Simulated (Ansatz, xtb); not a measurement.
**Isomers of C8H7Cl in order of energy**

3 gas-phase structures of C8H7Cl, from a drawn sample of its isomers (lower ones may exist). Each was relaxed with GFN2-xTB; where two conformers were screened, the lower at r2SCAN-D4/def2-SVP is listed:

A. `C=Cc1cccc(Cl)c1`, a singlet
B. `C=Cc1ccc(Cl)cc1`, a singlet
C. `C=Cc1ccccc1Cl`, a singlet

Make a reasoned guess at their ranking by r2SCAN-D4/def2-SVP single-point energy.

Calculated order at r2SCAN-D4/def2-SVP: B (0.0), A (0.1), C (0.7) kcal/mol. Less than 1 kcal/mol parts B and A; A and C, so the order within those pairs means little.

Energies above the lowest of each column, in kcal/mol; the last columns are at B3LYP-D3(BJ)/def2-SVP geometries:

| structure | GFN2-xTB | HF/STO-3G | r2SCAN-D4/def2-SVP | B3LYP-D3(BJ)/def2-SVP | CCSD(T)/def2-SVP + ΔMP2/def2-TZVPP |
| --- | --- | --- | --- | --- | --- |
| B | 0.0 | 0.0 | 0.0 | 0.0 | 0.1 |
| A | 0.1 | 0.0 | 0.1 | 0.0 | 0.0 |
| C | 0.6 | 1.1 | 0.7 | 0.5 | 0.7 |

Every level run on A puts it lowest or level with the lowest. CCSD(T)/def2-SVP + ΔMP2/def2-TZVPP orders those it was run on as A (0.0), B (0.1), C (0.7) kcal/mol. Less than 1 kcal/mol parts A and B; B and C, so the order within those pairs means little. Flexible structures stand in one conformer each, not always the lowest. ΔMP2 is the change of the MP2 energy from the smaller to the larger basis.

Programs: Ansatz 0.2.0, xtb 6.7.1.
